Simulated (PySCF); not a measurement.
Al(Me)(OH)(SiH3) (CH₇AlOSi), SMILES [Al]([SiH3])([OH])[CH3].

Coordinates come from a r2SCAN-D4/def2-SVP optimisation. The values are those of a single conformer.

Method: PySCF with PBE/def2-TZVP.

Isolated molecule, no solvent.

| Property | Result |
|---|---|
| total energy | -649.15234 hartree |
| highest occupied level | -6.18 eV |
| lowest empty level | -1.83 eV |
| orbital gap | 4.35 eV |
| dipole moment | 0.27 D |
| quadrupole, principal values (traceless, Buckingham form, about the centre of nuclear charge) | -9.49, 4.03, 5.46 D·Å |
| mean static polarisability | 77.5 bohr³ (11.48 Å³) |
| polarisability, principal values | 62.9, 75.0, 94.6 bohr³ |
